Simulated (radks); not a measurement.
Results of a calculation; reference values are marked as such.
Charge is removed step by step from the 2p down level of S3+, starting from [He] 2s2 2p(up 3, down 3) 3s2 3p1. Level of theory: scalar-relativistic Kohn-Sham, r2SCAN, spin-polarised, spherical densities, finite nucleus; open shells are filled with parallel spins first; meta-GGA in the generalised Kohn-Sham scheme; Fermi nuclear charge, rms radius 3.2611 fm (a radial shooting solver on a logarithmic mesh with Libxc functionals).

removed (e)  E - E(0) (eV)  eigenvalue (eV)  E minus straight line (eV)
0                    0.000          -200.91                       0.000
0.25                51.442          -210.71                      -3.736
0.5                 105.35          -220.66                      -5.004
0.75                161.77          -230.73                      -3.769
1                   220.71          -240.92                       0.000

Removing the whole electron costs 220.71 eV by Delta-SCF, against 200.91 eV from minus the eigenvalue at the starting occupation. Slater's transition state (half an electron removed) gives 220.66 eV. Integrating minus the eigenvalue over the occupation (Janak's theorem) gives 220.74 eV. In this scalar-relativistic scheme the density is built from large components alone, so the theorem holds only approximately. The mean slope of the eigenvalue, de/dn, is 40.0 eV per electron.
